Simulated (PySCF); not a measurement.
Computed with TPSSh-D3(BJ)/def2-TZVP // BP86-D3(BJ)/def2-SVP (PySCF 2.14.0). Gas-phase values, no solvent. One relaxed conformer stands for a flexible species; it need not be the lowest. 

Reference species: [Ti(Cl)3(OH)] (neutral, multiplicity 1).

```json
{
 "charge on the central atom (Mulliken)": "1.28 e",
 "mean_distance_from_the_central_atom_to_its_bonded_neighbours": "2.078 Å"
}
```

Changed species: [Ti(OH)4] (4 of 4 Cl replaced by OH; the reference has 1 of 4 Cl replaced by OH).

Give the shifts of the charge on the central atom (Mulliken) and mean distance from the central atom to its bonded neighbours.

the charge on the central atom (Mulliken) rises by 0.22 e, to 1.50 e; the mean distance from the central atom to its bonded neighbours falls by 0.269 Å, to 1.809 Å.
